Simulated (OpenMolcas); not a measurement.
## Rh2+: moving or changing the point charges

Rh2+ among 4 point charges of -1.5 e arranged as a tetrahedron (Td), 1.8 Å from the ion.
```
   1.0392    1.0392    1.0392  -1.50
   1.0392   -1.0392   -1.0392  -1.50
  -1.0392    1.0392   -1.0392  -1.50
  -1.0392   -1.0392    1.0392  -1.50
```

| Quantity | Value |
| --- | --- |
| Program | OpenMolcas |
| Method | SS-CASPT2, IPEA 0.25 Eh, imaginary shift 0.1 Eh (closed shells correlated: 4s 4p) |
| Basis | ANO-RCC-VTZP [7s6p4d2f1g] |
| Scalar Hamiltonian | DKH2, point nucleus |
| Active space | 7 electrons in 5 orbitals (4d) |
| State averaging | 2S+1 = 4 even, 10 roots; 2S+1 = 2 even, 40 roots |
| Spin-orbit coupling | RASSI with atomic mean-field integrals over the reference wave functions |

Runs around this geometry, states (labels of Td). Energies in cm-1 above the lowest state or level, χT in cm3 K/mol.

```tsv
R (Å)	q (e)	Ground state	First state of that spin	First gap with spin-orbit (degeneracies)	χT at 300 K	First state of another spin
1.8	-1.2	4A2	4T2 2750	2380 (4, 4)	3.770	2E 13840
1.71	-1.5	4A2	4T2 3090	2700 (4, 4)	3.605	2T1 13170
1.8	-1.5	4A2	4T2 3060	2630 (4, 4)	3.649	2E 13610
1.98	-1.5	4A2	4T2 2360	1980 (4, 4)	3.950	2E 13720
```

Taking the first state of the same spin as R^-n, n = -ln(2360 / 3090) / ln(1.98 / 1.71) = 1.8 between the shortest and longest distance.

Scaling the charges by -1.2 / -1.5 = 0.80 scales the first state of the same spin by 2750 / 3060 = 0.90; with fixed orbitals a first-order splitting would follow the charge.

Roots that are degenerate in the reference are averaged as groups; the widest CASPT2 spread within a group is 560 cm-1 (the 3-fold group of multiplicity 4 near 3060 cm-1 above the lowest state of its run, R = 1.8, q = -1.5). Shifts and gaps below about the spread of the groups concerned are not significant. Free-ion shares, where given, are those of the reference states; single-state CASPT2 does not remix them. The ground term spreads over less than 5000 cm-1, several times less than with real ligands, so orbital moments are less quenched and χT lies further from the spin-only value than at real sites (holds for R = 1.98, q = -1.5). Point charges carry no covalency, so the field is a model and not that of real ligands. No measured value stands beside these numbers.
